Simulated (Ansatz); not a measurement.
C3H8N (SMILES C[CH]NC), doublet, geometry from GFN2-xTB; CASSCF(5,7)/6-31G run with Ansatz (a first-principles code).

Input for Ansatz:
Ansatz 0.2 input:
```yaml
crystal:
  periodic: [false, false, false]
  atoms:
    - {symbol: C, position_ang: [1.34179114, 0.82481704, 0.33367444]}
    - {symbol: C, position_ang: [0.80304002, -0.32511908, -0.43886161]}
    - {symbol: N, position_ang: [-0.57991227, -0.48352041, -0.58417049]}
    - {symbol: C, position_ang: [-1.45690937, -0.13865860, 0.50784518]}
    - {symbol: H, position_ang: [1.04464386, 0.77497459, 1.38304015]}
    - {symbol: H, position_ang: [2.42785544, 0.81194948, 0.28783504]}
    - {symbol: H, position_ang: [1.00015780, 1.79381655, -0.05589532]}
    - {symbol: H, position_ang: [1.36535554, -0.68310421, -1.28585411]}
    - {symbol: H, position_ang: [-0.81906251, -1.36645373, -1.01738294]}
    - {symbol: H, position_ang: [-1.27850936, -0.73650238, 1.41267850]}
    - {symbol: H, position_ang: [-2.48841081, -0.28854763, 0.19089525]}
    - {symbol: H, position_ang: [-1.32017483, 0.91227404, 0.75792866]}
basis:
  gaussian:
    orbitals: 6-31G
hamiltonian:
  xc: hf
correlation: {active_space: {window: {electrons: 5, orbitals: 7}}}
magnetization: {spin_polarized: false, initial_magnetization: 1}
```

The log (banner, timings and long lists left out):

```
Functional definition: HF
769 factors; integrals over basis functions are off by at most 2.1e-4 eV
mean field evaluation 1: about -4694.0454 eV, gradient 2.5e1 eV
mean field evaluation 2: about -4694.0451 eV, gradient 2.5e1 eV
mean field evaluation 4: about -4696.0297 eV, gradient 3.1e0 eV
mean field evaluation 8: about -4696.0688 eV, gradient 1.3e-4 eV
mean field -4696.06842474 eV, -172.5773314998 hartree, gradient 1.0e-6 eV, S^2 0.750000; 0 other end points of the search recorded, 0 dependent functions left out
reference -4696.06842474 eV, -172.5773314998 hartree; 17, 16 occupied and 35, 36 virtual orbitals, 769 factors
state -4697.41396914 eV, -172.6267793443 hartree
2 active orbitals were swapped for others, from the solution at -4697.37937898 eV, -172.6255081793 hartree to that at -4697.41396914 eV, -172.6267793443 hartree; typed "places" are swapped only where nearly empty or full, and so, without "given_window_search", are "orbital_numbers", "shells" and a window whose orbitals a file names under [Active]
Total energy: -4697.41396914 eV, -172.6267793443 hartree
```
